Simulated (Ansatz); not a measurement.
`[OH][In]([SH])[Cl]` and `[OH][Al]([SH])[Cl]` differ in one element.

Ansatz, PBE0-D4/def2-TZVP geometries, multiplicity 1. Each molecule was computed in one conformer, which needn't be the lowest.

Elements past krypton have def2 core potentials.

```json
{"property": "LUMO energy (PBE0/def2-TZVPP) / eV", "`[OH][In]([SH])[Cl]`": "-2.13"}
{"property": "LUMO energy (B3LYP/def2-TZVPP) / eV", "`[OH][In]([SH])[Cl]`": "-2.44"}
{"property": "HOMO energy (B3LYP/def2-TZVPP) / eV", "`[OH][In]([SH])[Cl]`": "-7.85"}
{"property": "size of the dipole moment (B3LYP/def2-TZVPP) / D", "`[OH][In]([SH])[Cl]`": "0.37"}
{"property": "LUMO energy (PBE/def2-TZVPP) / eV", "`[OH][In]([SH])[Cl]`": "-3.00"}
{"property": "HOMO–LUMO gap (B3LYP/def2-TZVPP) / eV", "`[OH][In]([SH])[Cl]`": "5.41"}
```

**Question.** What does the change do to each property? (An estimate is asked.)

**Answer.** The calculation gave: 
| property | `[OH][Al]([SH])[Cl]` | shift |
| --- | --- | --- |
| LUMO energy (PBE0/def2-TZVPP) / eV | -0.73 | 1.40 |
| LUMO energy (B3LYP/def2-TZVPP) / eV | -1.01 | 1.43 |
| HOMO energy (B3LYP/def2-TZVPP) / eV | -7.70 | 0.15 |
| size of the dipole moment (B3LYP/def2-TZVPP) / D | 0.96 | 0.59 |
| LUMO energy (PBE/def2-TZVPP) / eV | -1.57 | 1.43 |
| HOMO–LUMO gap (B3LYP/def2-TZVPP) / eV | 6.69 | 1.28 |

With PBE0 the HOMO rises by 0.13 eV and the LUMO rises by 1.40 eV, so the gap widens by about 1.27 eV. PBE moves the HOMO by 0.10 eV and ωB97M-V by 0.14 eV. Dipoles are sizes alone; their direction can turn.

B3LYP here is the variant with VWN-RPA as its local correlation; programs differ in this.
